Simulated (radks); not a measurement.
Isoelectronic series with 2 electrons, each ion in its NIST ground configuration. All-electron calculation, scalar-relativistic Kohn-Sham, r2SCAN, spin-unpolarised, spherical densities, finite nucleus; meta-GGA in the generalised Kohn-Sham scheme; Fermi nuclear charge, rms radius of each element as measured or else 0.836 A^(1/3) + 0.57 fm. Program: a radial shooting solver on a logarithmic mesh with Libxc functionals. Total energies (hartree) and mean radii <r> (bohr):

| ion | configuration | E (hartree) | 1s |
|---|---|---|---|
| Cd46+ | [He] | -2348.15264 | 0.03019 |
| Sn48+ | [He] | -2556.58021 | 0.02886 |
| Te50+ | [He] | -2774.89309 | 0.02763 |
| Xe52+ | [He] | -3003.28366 | 0.02649 |
| Ba54+ | [He] | -3241.9483 | 0.02542 |
| Ce56+ | [He] | -3491.1036 | 0.02442 |
| Nd58+ | [He] | -3750.9791 | 0.02349 |
| Sm60+ | [He] | -4021.7935 | 0.02261 |
| Gd62+ | [He] | -4303.8506 | 0.02178 |
| Dy64+ | [He] | -4597.4209 | 0.02100 |
| Er66+ | [He] | -4902.8200 | 0.02026 |
| Yb68+ | [He] | -5220.3541 | 0.01955 |
| Hf70+ | [He] | -5550.3975 | 0.01889 |
| W72+ | [He] | -5893.3340 | 0.01825 |
| Os74+ | [He] | -6249.5448 | 0.01764 |
| Pt76+ | [He] | -6619.5198 | 0.01706 |
